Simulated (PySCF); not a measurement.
C8H9OP.
Numbering: `[CH2:1]=[P:2][c:3]1[cH:4][cH:5][c:6]([O:7][CH3:8])[cH:9][cH:10]1`

NICS = −σ at a ghost point: NICS(0) at the centroid of the ring atoms, NICS(1) 1 Å to either side along the normal of their mean plane, zz for the tensor component along that normal. Level: GIAO PBE0/pcSseg-1 (PySCF, non-relativistic, gas phase) on the GFN2-xTB geometry, one conformer.

Ring bond lengths (Å), with Mayer bond orders in brackets: C3–C4 1.389 (1.39), C4–C5 1.383 (1.46), C5–C6 1.391 (1.35), C6–C9 1.397 (1.37), C9–C10 1.376 (1.49), C10–C3 1.395 (1.37).

Q: What do the NICS probes read (ppm)?

A: 
| ring | type | NICS(0) | NICS(1), two faces | NICS(1)zz, two faces | rms pucker (Å) | centre to ring atoms, mean (Å) |
| --- | --- | --- | --- | --- | --- | --- |
| C3–C4–C5–C6–C9–C10 | 6-membered carbocycle; formal bonds all aromatic | -8.8 | -10.7 / -10.8 | -25.5 / -26.4 | 0.01 | 1.39 |

Q: What do they say, and how far can they be read as aromaticity?

A: 
- C3–C4–C5–C6–C9–C10: mean NICS(1)zz -26.0 ppm, shielded, aromatic by this magnetic criterion (flat ring, no four-coordinate atom).

Q: How equal are the bonds by HOMA? Use HOMA with the parameters of Krygowski (1993).

A: 
- C3–C4–C5–C6–C9–C10: HOMA 0.99 = 1 − EN − GEO, with mean bond length 1.389 Å, EN = α(Ropt − mean)² = 0.000 and GEO = α × variance = 0.013. The geometric and the magnetic index point the same way.

Q: At the second NICS(1) probe listed for ring C3–C4–C5–C6–C9–C10, 1 Å off the ring, how large is the induced field along the normal in 7.05 T applied along it?

A: NICSzz × B0 = -26.4 ppm × 7.05 T = -186 μT, against the applied field.

Q: List the ring angles and the Hirshfeld charges of the ring atoms.

A: 
- C3–C4–C5–C6–C9–C10: C3 118.5° (-0.072 e), C4 121.1° (-0.047 e), C5 120.0° (-0.076 e), C6 119.1° (+0.080 e), C9 120.4° (-0.067 e), C10 120.8° (-0.049 e); sum 720.0° against 720° for a flat convex ring.

The values belong to the conformer `[CH2:1]=[P:2][c:3]1[cH:4][cH:5][c:6]([O:7][CH3:8])[cH:9][cH:10]1`: C1–P2–C3–C4 43°, C5–C6–O7–C8 1°.
